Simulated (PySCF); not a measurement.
C₂H₈BeGe (SMILES C[CH2][Be][GeH3]), singlet, geometry from GFN2-xTB (such geometries of metal compounds can be far from the true shape); DF-HF/3-21G (PySCF).

PySCF was given this input:
```python
from pyscf import gto, scf

mol = gto.Mole()
mol.atom = '''
    Be    0.455341   -0.645835   -0.106269
    C     1.381933   -1.846558   -0.933987
    C     1.411338   -1.579404   -2.455216
    H     1.018098   -2.873737   -0.813051
    H     2.429333   -1.920296   -0.618428
    H     1.858802   -0.612837   -2.678181
    H     0.408500   -1.588065   -2.877637
    H     1.995627   -2.343062   -2.970085
    Ge   -0.716555    0.883074    0.848504
    H    -0.928957    0.807174    2.336416
    H    -0.279209    2.321971    0.779774
    H    -2.153430    1.089585    0.449361
'''
mol.basis = '3-21g'
mol.charge = 0
mol.spin = 0
mol.verbose = 4
mol.max_memory = 1800
mol.build()

mf = scf.RHF(mol)
mf = mf.density_fit(auxbasis='def2-universal-jkfit')
mf.kernel()
```

Problem. Write the output that PySCF gives for this input, abridged.

Solution. 
```
PySCF version 2.14.0

[INPUT] verbose = 4
[INPUT] num. atoms = 12
[INPUT] num. electrons = 56
[INPUT] charge = 0
[INPUT] spin (= nelec alpha-beta = 2S) = 0
[INPUT] symmetry False subgroup None
[INPUT] Mole.unit = angstrom
[INPUT] Symbol           X                Y                Z      unit          X                Y                Z       unit  Magmom
[INPUT]  1 Be     0.455341000000  -0.645835000000  -0.106269000000 AA    0.860469783286  -1.220451271658  -0.200819305531 Bohr   0.0
[INPUT]  2 C      1.381933000000  -1.846558000000  -0.933987000000 AA    2.611474892499  -3.489488893125  -1.764979633904 Bohr   0.0
[INPUT]  3 C      1.411338000000  -1.579404000000  -2.455216000000 AA    2.667042289191  -2.984641000043  -4.639685816650 Bohr   0.0
[INPUT]  4 H      1.018098000000  -2.873737000000  -0.813051000000 AA    1.923926387967  -5.430575884029  -1.536443715304 Bohr   0.0
[INPUT]  5 H      2.429333000000  -1.920296000000  -0.618428000000 AA    4.590774035368  -3.628833518098  -1.168659547763 Bohr   0.0
[INPUT]  6 H      1.858802000000  -0.612837000000  -2.678181000000 AA    3.512626699794  -1.158094089000  -5.061028602014 Bohr   0.0
[INPUT]  7 H      0.408500000000  -1.588065000000  -2.877637000000 AA    0.771953121885  -3.001007918007  -5.437945815915 Bohr   0.0
[INPUT]  8 H      1.995627000000  -2.343062000000  -2.970085000000 AA    3.771188476787  -4.427745472876  -5.612647216679 Bohr   0.0
[INPUT]  9 Ge    -0.716555000000   0.883074000000   0.848504000000 AA   -1.354092703188   1.668768007724   1.603440175598 Bohr   0.0
[INPUT] 10 H     -0.928957000000   0.807174000000   2.336416000000 AA   -1.755474311498   1.525337794870   4.415186353052 Bohr   0.0
[INPUT] 11 H     -0.279209000000   2.321971000000   0.779774000000 AA   -0.527628541514   4.387889259182   1.473559299057 Bohr   0.0
[INPUT] 12 H     -2.153430000000   1.089585000000   0.449361000000 AA   -4.069392928422   2.059017239434   0.849169221061 Bohr   0.0

nuclear repulsion = 191.581526676386
number of shells = 41
number of NR pGTOs = 123
number of NR cGTOs = 65
basis = 3-21g
ecp = {}

******** <class 'pyscf.df.df_jk.DFRHF'> ********
method = DFRHF
initial guess = minao
damping factor = 0
level_shift factor = 0
DIIS = <class 'pyscf.scf.diis.CDIIS'>
diis_start_cycle = 1
diis_space = 8
diis_damp = 0
SCF conv_tol = 1e-09
SCF conv_tol_grad = None
SCF max_cycles = 50
direct_scf = False
Set gradient conv threshold to 3.16228e-05
Initial guess from minao.
******** <class 'pyscf.df.df.DF'> ********
auxbasis = def2-universal-jkfit
init E= -2158.14735254616
  HOMO = -0.282051526068086  LUMO = 0.0144892312010153  gap/eV = 8.06929
cycle= 1 E= -2159.77297722272  delta_E= -1.63  |g|= 0.267  |ddm|= 2.82
  HOMO = -0.381298162148586  LUMO = 0.0663057264250964  gap/eV = 12.17992
cycle= 2 E= -2159.806662313  delta_E= -0.0337  |g|= 0.0675  |ddm|= 0.611
  HOMO = -0.388975125212842  LUMO = 0.0719327964732723  gap/eV = 12.54194
cycle= 3 E= -2159.80940911625  delta_E= -0.00275  |g|= 0.0168  |ddm|= 0.222
  HOMO = -0.389808636977663  LUMO = 0.07169993704118  gap/eV = 12.55829
cycle= 4 E= -2159.80951438185  delta_E= -0.000105  |g|= 0.00337  |ddm|= 0.0326
  HOMO = -0.39064032893683  LUMO = 0.071286407017563  gap/eV = 12.56967
cycle= 5 E= -2159.80952161907  delta_E= -7.24e-06  |g|= 0.000629  |ddm|= 0.0122
  HOMO = -0.390719341262975  LUMO = 0.0713329929211411  gap/eV = 12.57308
cycle= 6 E= -2159.80952191875  delta_E= -3e-07  |g|= 0.000157  |ddm|= 0.00212
  HOMO = -0.390752242227179  LUMO = 0.0713152307389151  gap/eV = 12.57350
cycle= 7 E= -2159.80952193882  delta_E= -2.01e-08  |g|= 4.74e-05  |ddm|= 0.000546
  HOMO = -0.390748354192317  LUMO = 0.0713151578305531  gap/eV = 12.57339
cycle= 8 E= -2159.80952194007  delta_E= -1.24e-09  |g|= 1.08e-05  |ddm|= 0.000121
  HOMO = -0.390748658465471  LUMO = 0.0713155769540775  gap/eV = 12.57341
cycle= 9 E= -2159.80952194015  delta_E= -8.46e-11  |g|= 2.05e-06  |ddm|= 3.78e-05
  HOMO = -0.390748697199863  LUMO = 0.0713154898474384  gap/eV = 12.57341
Extra cycle  E= -2159.80952194016  delta_E= -8.19e-12  |g|= 8.18e-07  |ddm|= 5.75e-06
converged SCF energy = -2159.80952194016
```
